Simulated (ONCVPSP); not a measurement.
**What the settings do to the ONCV potential of nickel**

Base potential:

Ni, optimised norm-conserving Vanderbilt (ONCV), made with ONCVPSP 4.0.1 (PBE, scalar-relativistic). Core [Ne] 3s2, reference 3p6 3d8 4s1.5 4p0.5. Waves: 4s: rc 1.80 bohr, ncon 4, nbas 8, qcut 3.9 1/bohr, 1 projector; 3p+4p: rc 1.60 bohr, ncon 4, nbas 8, qcut 9.8 1/bohr, 2 projectors; 3d: rc 0.85 bohr, ncon 4, nbas 9, qcut 14.9 1/bohr, 1 projector. Local part: polynomial inside 0.55 bohr (lpopt 1, dvloc0 4 Ha). Core correction: Teter function fitted to the true core (icmod 2), fcfact 0.55.

Cutoffs, loose and tight: the cutoffs (Ha) at which the residual kinetic energy of the hardest occupied pseudo-wave falls to 1 and 0.1 mHa per electron. They do not see the model core or the augmentation charge, which bear on the density cutoff. Test errors are all-electron minus pseudo excitation energies from the reference, over the configurations 3p6 3d8 4s2 4p0; 3p6 3d8 4s1 4p0; 3p6 3d8 4s0 4p0; 3p6 3d8 4s1.5 4p0. A dash means not determined; rows that change the core or the reference have their own tests.

A true bound ghost makes a file unfit for plane-wave use even where its test errors are small: the radial tests pick states by their node count and pass the ghost by.

```tsv
change	outcome	cutoff, loose	cutoff, tight	bound ghosts	GHOST(+) flags above zero	largest test error (meV)
base	generated	101 Ha	202 Ha	s	none	-22
p: rc 1.1	generated	101 Ha	202 Ha	s	none	-21
p: rc 1.26	generated	101 Ha	202 Ha	s	none	-21
p: rc 1.42	generated	101 Ha	202 Ha	s	none	-21
p: rc 1.58	generated	101 Ha	202 Ha	s	none	-22
p: rc 1.7	generated	101 Ha	202 Ha	s	none	-22
p: rc 1.88	generated	101 Ha	202 Ha	s	none	-24
p: rc 2	generated	101 Ha	202 Ha	s	none	-25
p: rc 2.18	generated	101 Ha	202 Ha	s	none	-27
```

Q: What comes out with this change to the base: p: rc 2.32?

A: outcome: generated; cutoff, loose: 101 Ha; cutoff, tight: 202 Ha; bound ghosts: s; GHOST(+) flags above zero: none; largest test error (meV): -34.

Reading the sweep of the p radius (base included, trends over the rows without a ghost): Bound ghosts are found at 1.1, 1.26, 1.42, 1.58, 1.6, 1.7, 1.88, 2, 2.18, 2.32 bohr. Every judged row has one, so this setting neither creates nor removes them.
